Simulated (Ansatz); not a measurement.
Pulling on the Ga1–H2 bond in GaH4N (SMILES [NH2][GaH2]) (multiplicity 1 held, fragments rigid). Energies count from the point at 1.562 Å.
Geometry at that point (charge 0, multiplicity 1):
```xyz
6

Ga     0.007    -0.175    -0.342
H     -1.292    -0.077    -1.204
H      1.332    -0.909    -0.722
N     -0.027     0.656     1.281
H     -0.820     1.161     1.639
H      0.746     0.664     1.926
```

Signs of static correlation in cc-pVDZ, with CASSCF(2,2), from Ansatz (a quantum-chemistry and plane-wave program) runs.

```tsv
R (Å)	T1 of restricted CCSD	⟨S²⟩ of UHF	largest double amplitude of restricted CCSD	weight of the CASSCF reference in MRCISD	CASSCF natural occupations
1.249	0.016	0.000	0.045	0.916	1.99 0.01
1.405	0.016	0.000	0.044	0.916	1.98 0.02
1.562	0.016	0.000	0.051	0.916	1.98 0.02
1.718	0.017	0.000	0.067	0.916	1.97 0.03
1.874	0.017	0.000	0.053	0.916	1.96 0.04
2.108	0.018	0.000	0.129	0.916	1.93 0.07
2.342	0.020	0.203	0.179	0.917	1.89 0.11
2.733	?	0.692	0.283	0.917	1.78 0.22
3.123	0.042	0.883	?	0.917	1.62 0.38
3.592	0.063	0.967	0.590	0.917	1.40 0.60
4.216	0.085	0.998	0.797	0.917	1.20 0.80
4.997	0.096	1.005	0.946	0.917	1.07 0.93
```

### Question
Fill in the missing entries.

### Answer

- 2.733, T1 of restricted CCSD: 0.028
- 3.123, largest double amplitude of restricted CCSD: 0.413

Doubts at one or more of the structures used: a restricted determinant that unrestricted orbitals would lower (R-CCSD(T)/cc-pVDZ); other coupled-cluster roots lie near (R-CCSD(T)/cc-pVDZ); T1 above 0.05 (R-CCSD(T)/cc-pVDZ, U-CCSD(T)/cc-pVDZ); a spin-contaminated determinant (U-CCSD(T)/cc-pVDZ).
